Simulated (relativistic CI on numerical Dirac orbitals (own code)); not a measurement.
## Mn³⁺ (3d4) in a crystal field

Calculated by Dirac-Coulomb-Breit CI, KLI orbitals optimised for each configuration, model QED (radiative potential, 1s self-energy scaled to tabulated hydrogen-like ionisation energies), valence Slater integrals scaled by 0.9, one configuration in a parametric crystal field (own radial code). With so little scaling, terms lie 10 to 35 % too far apart, which can change the order of excited levels.

Field parameters in Wybourne normalisation: D4h B²₀ = −7Ds, B⁴₀ = 21(Dq − Dt), B⁴₄ = 21√(5/14) Dq. The field is a parameter set, without covalency.

S and J are read from ⟨S²⟩ = S(S + 1) and ⟨J²⟩ = J(J + 1) of each level; they are not fictitious spins.

D4h, 10Dq = 23350, Ds = -1500, Dt = -120 cm⁻¹, the lowest 16 levels:

```
E (cm⁻¹)  Degeneracy  Irrep     S     J
     0.0           1     A1  1.97  3.02
    20.4           2      E  1.98  3.01
    80.8           1     B1  2.00  2.99
    80.9           1     B2  2.00  2.99
    2123           2      E  1.04  4.09
    2126           1     A1  1.05  4.09
    5393           1     A2  1.13  4.23
    5396           1     A1  1.13  4.17
    5615           2      E  1.09  4.04
    5786           1     B1  1.09  3.82
    5845           1     B2  1.00  3.89
    6754           1     B1  1.95  3.05
    6771           2      E  1.94  3.08
    6824           1     A1  1.92  3.13
    6824           1     A2  1.92  3.14
   14002           1     B2  0.01  4.70
```

D4h, 10Dq = 23350, Ds = -1090, Dt = -120 cm⁻¹, the lowest 16 levels:

```tsv
E (cm⁻¹)	Degeneracy	Irrep	S	J
0.0	1	A1	1.97	3.02
20.7	2	E	1.97	3.01
81.7	1	B1	2.00	2.99
81.7	1	B2	2.00	2.99
2085	1	A1	1.05	4.11
2086	2	E	1.04	4.10
4149	1	A2	1.23	4.11
4160	1	A1	1.23	4.04
4388	2	E	1.21	3.92
4558	1	B1	1.24	3.71
4670	1	B2	1.00	3.89
5170	1	B1	1.84	3.17
5185	2	E	1.86	3.20
5250	1	A2	1.85	3.27
5250	1	A1	1.85	3.26
13910	1	B2	0.01	4.69
```

D4h, 10Dq = 23350, Ds = -680, Dt = -120 cm⁻¹, the lowest 16 levels:

| E (cm⁻¹) | Degeneracy | Irrep | S | J |
| --- | --- | --- | --- | --- |
| 0.0 | 1 | A1 | 1.96 | 3.03 |
| 21.3 | 2 | E | 1.97 | 3.02 |
| 82.4 | 1 | B1 | 2.00 | 2.99 |
| 82.5 | 1 | B2 | 2.00 | 2.99 |
| 2025 | 1 | A1 | 1.06 | 4.18 |
| 2043 | 2 | E | 1.04 | 4.12 |
| 2844 | 1 | A2 | 1.42 | 3.88 |
| 2876 | 1 | A1 | 1.43 | 3.74 |
| 3083 | 2 | E | 1.50 | 3.62 |
| 3214 | 1 | B1 | 1.64 | 3.38 |
| 3491 | 1 | B2 | 1.01 | 3.89 |
| 3679 | 2 | E | 1.62 | 3.51 |
| 3700 | 1 | B1 | 1.49 | 3.52 |
| 3733 | 1 | A2 | 1.69 | 3.53 |
| 3739 | 1 | A1 | 1.68 | 3.51 |
| 13814 | 1 | B2 | 0.01 | 4.69 |

D4h, 10Dq = 23350, Ds = -270, Dt = -120 cm⁻¹, the lowest 10 levels:

| E (cm⁻¹) | Degeneracy | Irrep | S | J |
| --- | --- | --- | --- | --- |
| 0.0 | 1 | A1 | 1.95 | 3.05 |
| 22.8 | 2 | E | 1.97 | 3.03 |
| 83.2 | 1 | B1 | 1.99 | 3.00 |
| 83.7 | 1 | B2 | 1.99 | 3.00 |
| 1417 | 1 | A1 | 1.62 | 3.67 |
| 1442 | 1 | A2 | 1.67 | 3.53 |
| 1612 | 2 | E | 1.77 | 3.35 |
| 1698 | 1 | B1 | 1.90 | 3.11 |
| 1991 | 1 | A1 | 1.27 | 4.00 |
| 1995 | 2 | E | 1.15 | 4.08 |

D4h, 10Dq = 23350, Ds = 140, Dt = -120 cm⁻¹, the lowest 16 levels:

```tsv
E (cm⁻¹)	Degeneracy	Irrep	S	J
0.0	1	A1	1.80	3.34
73.3	1	A2	1.83	3.26
101	2	E	1.89	3.15
161	1	B1	1.93	3.06
199	1	A1	1.97	3.01
200	1	B2	1.96	3.04
241	2	E	1.98	3.02
281	1	B1	2.00	3.00
1120	1	A1	1.29	4.11
1135	1	A2	1.25	4.09
1199	2	E	1.17	4.02
1290	1	B2	1.07	3.85
1346	1	B1	1.12	3.80
2129	2	E	1.04	4.04
2163	1	A1	1.05	3.97
12820	2	E	0.01	4.67
```

The free-ion ground term has S = 2. Every field shown keeps that spin.

Levels of this model without a field, named by their leading LS term: ⁵D0 0, ⁵D1 92, ⁵D2 271, ⁵D3 527, ⁵D4 850, ³H4 20992, ³H5 21164, ³H6 21347 cm⁻¹.
